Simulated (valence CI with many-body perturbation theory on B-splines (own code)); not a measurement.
**Cl10+: calculated level list**

Calculated by relativistic CI+MBPT: five valence electrons over a frozen Dirac-Fock core [He], a basis of 9 s, 9 p, 8 d, 6 f, 3 g, 1 h functions for each j, with the one-electron correlation potential Σ1 (screened to all orders), the two-electron term Σ2, the three-electron term Σ3, Breit, model QED; selected single and double excitations, second order for the rest, scaled by the run's own slope (own B-spline code, finite nucleus).

No measured levels were compared; by estimate levels of excited configurations hold to 0.05 to 0.15 % of their energy, terms of the ground configuration to about 0.5 %. Among the levels kept, up to 2400 cm⁻¹ of a level comes from second order outside the variational space, and about a tenth of that is noise between levels of different J, which matters for small intervals.

Levels 46 to 76 of 76, with energies above the lowest level, 2s2 2p3 4S°_3/2. "Leading %" is the weight of the configuration and term that name the level; weights of strongly mixed levels are sums over their largest components and can fall short. In the jj column 3d3/2^4 stands for four electrons in 3d with j = 3/2. Lifetimes count E1, E2, E3, M1 and M2 decay at the calculated energies, and are blank where another channel may lead or the interval is too uncertain; long ones can be off by a factor of two.

```csv
No.,Configuration,Term,J,E (cm⁻¹),Leading %,g,Leading jj,Lifetime
46,2s2 2p2 3d,4F,7/2,2722900,91,1.249,2s^2 2p1/2 2p3/2 3d5/2 (71 %),103 ps
47,2s2 2p2 3d,4F,9/2,2728900,96,1.331,2s^2 2p3/2^2 3d5/2 (55 %),723 ps
48,2s2 2p2 3d,2P,3/2,2730000,60,1.258,2s^2 2p1/2 2p3/2 3d3/2 (64 %),1.75 ps
49,2s2 2p2 3d,4D,1/2,2732000,80,0.138,2s^2 2p1/2 2p3/2 3d3/2 (96 %),5.83 ps
50,2s 2p3 3s,4S°,3/2,2733900,84,1.990,2s 2p1/2 2p3/2^2 3s (46 %),3.02 ps
51,2s2 2p2 3d,4D,5/2,2734500,73,1.319,2s^2 2p1/2 2p3/2 3d3/2 (29 %),3.82 ps
52,2s2 2p2 3d,4D,3/2,2736800,59,1.250,2s^2 2p1/2 2p3/2 3d5/2 (61 %),2.59 ps
53,2s2 2p2 3d,4D,7/2,2737800,80,1.383,2s^2 2p1/2 2p3/2 3d5/2 (47 %),83.6 ps
54,2s2 2p2 3d,2F,5/2,2743700,88,0.910,2s^2 2p1/2 2p3/2 3d5/2 (63 %),2.16 ps
55,2s2 2p2 3d,2P,1/2,2743800,80,0.559,2s^2 2p3/2^2 3d5/2 (62 %),1.29 ps
56,2s2 2p2 3p,2P°,1/2,2745100,94,0.665,2s^2 2p3/2^2 3p1/2 (75 %),91.5 ps
57,2s2 2p2 3p,2P°,3/2,2745300,92,1.336,2s^2 2p3/2^2 3p3/2 (69 %),82.6 ps
58,2s2 2p2 3d,4P,5/2,2751900,85,1.569,2s^2 2p1/2 2p3/2 3d5/2 (40 %),411 fs
59,2s2 2p2 3d,2F,7/2,2754900,85,1.170,2s^2 2p3/2^2 3d5/2 (65 %),2.36 ps
60,2s2 2p2 3d,4P,3/2,2755300,92,1.706,2s^2 2p1/2 2p3/2 3d3/2 (34 %),383 fs
61,2s2 2p2 3d,4P,1/2,2757000,95,2.629,2s^2 2p3/2^2 3d3/2 (49 %),369 fs
62,2s2 2p2 3d,2D,3/2,2784700,94,0.808,2s^2 2p1/2 2p3/2 3d5/2 (50 %),634 fs
63,2s2 2p2 3d,2D,5/2,2786600,93,1.189,2s^2 2p1/2 2p3/2 3d5/2 (35 %),519 fs
64,2s 2p3 3p,6P,3/2,2787600,99,2.399,2s 2p1/2 2p3/2^2 3p1/2 (46 %),709 ps
65,2s 2p3 3p,6P,5/2,2788700,99,1.884,2s 2p1/2 2p3/2^2 3p1/2 (29 %),343 ps
66,2s 2p3 3p,6P,7/2,2790600,99,1.714,2s 2p1/2 2p3/2^2 3p3/2 (55 %),804 ps
67,2s2 2p2 3d,2G,7/2,2803200,91,0.906,2s^2 2p1/2 2p3/2 3d3/2 (45 %),7.66 ps
68,2s2 2p2 3d,2G,9/2,2804500,97,1.113,2s^2 2p1/2 2p3/2 3d5/2 (56 %),625 ps
69,2s2 2p2 3d,2D,3/2,2814900,96,0.803,2s^2 2p1/2 2p3/2 3d3/2 (43 %),466 fs
70,2s2 2p2 3d,2D,5/2,2815600,58,1.070,2s^2 2p1/2 2p3/2 3d3/2 (42 %),383 fs
71,2s2 2p2 3d,2F,7/2,2818000,91,1.129,2s^2 2p1/2 2p3/2 3d5/2 (52 %),316 fs
72,2s2 2p2 3d,2F,5/2,2822700,56,1.004,2s^2 2p3/2^2 3d5/2 (57 %),367 fs
73,2s 2p3 3p,4P,5/2,2828300,98,1.600,2s 2p1/2 2p3/2^2 3p3/2 (33 %),2.11 ps
74,2s 2p3 3p,4P,3/2,2829000,98,1.734,2s 2p1/2 2p3/2^2 3p3/2 (37 %),2.18 ps
75,2s 2p3 3p,4P,1/2,2829600,97,2.645,2s 2p1/2 2p3/2^2 3p3/2 (61 %),2.14 ps
76,2s2 2p2 3d,2P,1/2,2831300,95,0.697,2s^2 2p1/2 2p3/2 3d5/2 (39 %),574 fs
```

Names give the largest LS component (configuration and term), which can be under half, so a name can repeat, a term be missing and a line seem to break the LS rules; names also repeat where a configuration has a term twice.
